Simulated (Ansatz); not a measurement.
Ansatz (a program for electronic structure) input (CCSD(T)/def2-QZVPPD):
A basis named .json is the Basis Set Exchange file of that set.

Ansatz 0.2 input:
```yaml
crystal:
  periodic: [false, false, false]
  atoms:
    - {symbol: Ga, position_ang: [-0.03948009, -0.00409628, 0.01789663]}
    - {symbol: H, position_ang: [1.06030992, -0.38010390, 1.15746597]}
    - {symbol: H, position_ang: [0.12278560, 1.53990398, -0.47125681]}
    - {symbol: H, position_ang: [0.04078718, -1.03281531, -1.24100463]}
basis:
  gaussian:
    orbitals: def2-QZVPPD.json
total_charge: -1
magnetization: {spin_polarized: true, initial_magnetization: 1}
correlation: {method: ccsd_t, electrons: outside_noble_gas}
```

End of the output:

```
integrals: 1.25 GiB planned
1179 factors; integrals over basis functions are off by at most 1.0e-3 eV
mean field: 0.70 GiB planned
mean field evaluation 1: about -52380.8821 eV, gradient 1.1e1 eV
mean field evaluation 2: about -52380.8822 eV, gradient 1.1e1 eV
mean field evaluation 4: about -52381.7965 eV, gradient 1.8e0 eV
mean field evaluation 8: about -52381.8627 eV, gradient 4.0e-3 eV
mean field evaluation 16: about -52381.7937 eV, gradient 1.8e0 eV
mean field evaluation 32: about -52380.2215 eV, gradient 1.1e-2 eV
mean field evaluation 64: about -52378.9072 eV, gradient 3.5e0 eV
mean field -52381.86269661 eV, -1924.9979483988 hartree, gradient 1.9e-6 eV, S^2 0.754302; 2 other end points of the search recorded, 0 dependent functions left out
determinant -52381.86269661 eV, -1924.9979483988 hartree, with singles and doubles -52385.65524750 eV, -1925.1373220732 hartree
determinant -52380.22147613 eV, -1924.9376346584 hartree, with singles and doubles -52383.91470164 eV, -1925.0733581924 hartree
determinant -52379.03728883 eV, -1924.8941165778 hartree, with singles and doubles -52382.72013640 eV, -1925.0294587298 hartree
14 core orbitals not correlated
reference -52381.86269661 eV, -1924.9979483988 hartree; 4, 3 occupied and 176, 177 virtual orbitals, 1179 factors
second order -3.00394273 eV of doubles, -0.00000000 eV of singles
coupled cluster: 1.35 GiB planned
cycle   1  -3.60434588 eV  change   -3.5e-1 eV  update   2.5e-2
cycle   2  -3.61921857 eV  change   -1.5e-2 eV  update   8.5e-3
cycle   3  -3.62185274 eV  change   -2.6e-3 eV  update   4.2e-3
cycle   4  -3.62340026 eV  change   -1.5e-3 eV  update   1.5e-3
cycle   5  -3.62369205 eV  change   -2.9e-4 eV  update   6.0e-4
cycle   6  -3.62356922 eV  change    1.2e-4 eV  update   2.6e-4
cycle   7  -3.62357250 eV  change   -3.3e-6 eV  update   1.1e-4
cycle   8  -3.62358031 eV  change   -7.8e-6 eV  update   4.6e-5
cycle   9  -3.62357389 eV  change    6.4e-6 eV  update   2.0e-5
cycle  10  -3.62357362 eV  change    2.6e-7 eV  update   7.9e-6
perturbative correction -0.08920248 eV, -0.0032781308 hartree
Total energy: -52385.57547272 eV, -1925.1343904041 hartree
```
